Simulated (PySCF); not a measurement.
Isomers of C7H10FNSi, mass 155.057 u with the commonest isotopes. Computed with PBE0/pcSseg-1 in PySCF (dipole) on a GFN2-xTB geometry, gas phase. One conformer each, none proved a minimum here; rigid rotors.

**Question.** Order these by radius of gyration √(Σ m r²/M), largest first.
A. `[CH:1]#[C:2][CH2:3][C@@:4]([F:5])([CH2:6][C:7]#[N:8])[SiH2:9][CH3:10]` with C2–C3–C4–F5 -62°, C3–C4–C6–C7 68°, C3–C4–Si9–C10 -173°
B. `[CH3:1]/[N:2]=[CH:3]/[C:4]#[C:5][CH2:6][Si@@H:7]1[CH2:8][C@H:9]1[F:10]` with C5–C6–Si7–C8 27°
C. `[CH3:1][CH:2]([CH3:3])[C@:4]1([F:5])[SiH2:6][CH:7]=[C:8]1[C:9]#[N:10]` with C1–C2–C4–F5 67°

**Answer.** B (2.903 Å), A (2.318 Å), C (2.163 Å).

**Question.** Order these by dipole moment, smallest first.
A. `[CH3:1]/[N:2]=[CH:3]/[C:4]#[C:5][CH2:6][Si@@H:7]1[CH2:8][C@H:9]1[F:10]` with C5–C6–Si7–C8 27°
B. `[CH:1]#[C:2][CH2:3][C@@:4]([F:5])([CH2:6][C:7]#[N:8])[SiH2:9][CH3:10]` with C2–C3–C4–F5 -62°, C3–C4–C6–C7 68°, C3–C4–Si9–C10 -173°
C. `[CH3:1][CH:2]([CH3:3])[C@:4]1([F:5])[SiH2:6][CH:7]=[C:8]1[C:9]#[N:10]` with C1–C2–C4–F5 67°

**Answer.** B (2.16 D), A (2.87 D), C (4.61 D).

**Question.** Order these by rotational constant A, largest first.
A. `[CH:1]#[C:2][CH2:3][C@@:4]([F:5])([CH2:6][C:7]#[N:8])[SiH2:9][CH3:10]` with C2–C3–C4–F5 -62°, C3–C4–C6–C7 68°, C3–C4–Si9–C10 -173°
B. `[CH3:1][CH:2]([CH3:3])[C@:4]1([F:5])[SiH2:6][CH:7]=[C:8]1[C:9]#[N:10]` with C1–C2–C4–F5 67°
C. `[CH3:1]/[N:2]=[CH:3]/[C:4]#[C:5][CH2:6][Si@@H:7]1[CH2:8][C@H:9]1[F:10]` with C5–C6–Si7–C8 27°

**Answer.** C (1850 MHz), A (1507 MHz), B (1386 MHz).

```csv
SMILES,point group,Ia (u·Å²),Ib (u·Å²),Ic (u·Å²),κ,μa (D),μb (D),μc (D)
CC(C)[C@]1(F)[SiH2]C=C1C#N,C1,364.51,481.96,604.35,-0.23,3.49,2.08,2.19
C/N=C/C#CC[Si@@H]1C[C@H]1F,C1,273.23,1078.26,1262.07,-0.91,1.02,2.14,1.62
C#CC[C@@](F)(CC#N)[SiH2]C,C1,335.32,579.63,751.85,-0.52,0.53,1.93,0.80
```
